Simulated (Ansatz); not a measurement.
Start from `FC[SiH2]O[SiH3]` and change one atom or group to get `[CH3][AlH][SiH2]CF`.

Ansatz, PBE0-D4/def2-TZVP geometries, multiplicity 1. Each molecule was computed in one conformer, which needn't be the lowest.

| property | `FC[SiH2]O[SiH3]` |
| --- | --- |
| HOMO–LUMO gap (PBE/def2-TZVPP) / eV | 5.90 |
| size of the dipole moment (PBE/def2-TZVPP) / D | 1.20 |
| HOMO–LUMO gap (PBE0/def2-TZVPP) / eV | 8.26 |
| HOMO energy (B3LYP/def2-TZVPP) / eV | -8.18 |
| HOMO energy (PBE/def2-TZVPP) / eV | -6.91 |
| LUMO energy (PBE/def2-TZVPP) / eV | -1.02 |

(1) What does the change do to each property? (Estimate.)

## Answers

(1) The calculation gave: 
```json
{"property": "HOMO–LUMO gap (PBE/def2-TZVPP) / eV", "`[CH3][AlH][SiH2]CF`": "4.32", "shift": "-1.58"}
{"property": "size of the dipole moment (PBE/def2-TZVPP) / D", "`[CH3][AlH][SiH2]CF`": "1.85", "shift": "0.65"}
{"property": "HOMO–LUMO gap (PBE0/def2-TZVPP) / eV", "`[CH3][AlH][SiH2]CF`": "6.27", "shift": "-1.99"}
{"property": "HOMO energy (B3LYP/def2-TZVPP) / eV", "`[CH3][AlH][SiH2]CF`": "-6.73", "shift": "1.45"}
{"property": "HOMO energy (PBE/def2-TZVPP) / eV", "`[CH3][AlH][SiH2]CF`": "-5.86", "shift": "1.05"}
{"property": "LUMO energy (PBE/def2-TZVPP) / eV", "`[CH3][AlH][SiH2]CF`": "-1.54", "shift": "-0.52"}
```

With PBE0 the HOMO rises by 1.47 eV and the LUMO falls by 0.52 eV, so the gap narrows by about 1.99 eV. PBE moves the HOMO by 1.05 eV and ωB97M-V by 1.76 eV. Dipoles are sizes alone; their direction can turn.

B3LYP here is the variant with VWN-RPA as its local correlation; programs differ in this.
